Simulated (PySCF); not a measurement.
**Krypton: a sound run and one with changed settings**

Sound run: Kr [Kr], Kr⁺ [Ar] 3d10 4s2 4p5. Calculation: PySCF 2.14, in jorge-DZP-DKH; scalar relativity by spin-free X2C-1e. In the sound run the correlated levels freeze [Ar] 3d10. The sound run starts from symmetry-adapted Hartree-Fock orbitals and uses a fine grid where one is needed.

Changed run: basis STO-3G, all-electron and non-relativistic. This setting is unsound on purpose.

| species | method | sound run (hartree) | changed run (hartree) | converged |
| --- | --- | --- | --- | --- |
| Kr | UHF | -2788.01286 | -2722.70600 | yes |
| Kr | TPSS | -2789.75841 | -2723.96120 | yes |
| Kr | LDA | -2785.99179 | -2720.14499 | yes |
| Kr | MP2 | -2788.06407 | -2722.70600 | yes |
| Kr⁺ | UHF | -2787.52729 | -2722.30230 | yes |
| Kr⁺ | TPSS | -2789.23940 | -2723.52174 | yes |
| Kr⁺ | LDA | -2785.46468 | -2719.70168 | yes |
| Kr⁺ | MP2 | -2787.57020 | -2722.30230 | yes |

Ionisation energy of Kr:

```csv
method,sound run (eV),changed run (eV)
UHF,13.213,10.985
TPSS,14.123,11.958
LDA,14.343,12.063
MP2,13.439,10.985
SCS-MP2,13.418,10.985
```

A minimal basis cannot let orbitals breathe on ionisation and holds almost no correlation. The Hamiltonian changed with the basis, so the totals do not compare.

For comparison, NIST gives 14.000 eV between the lowest levels.
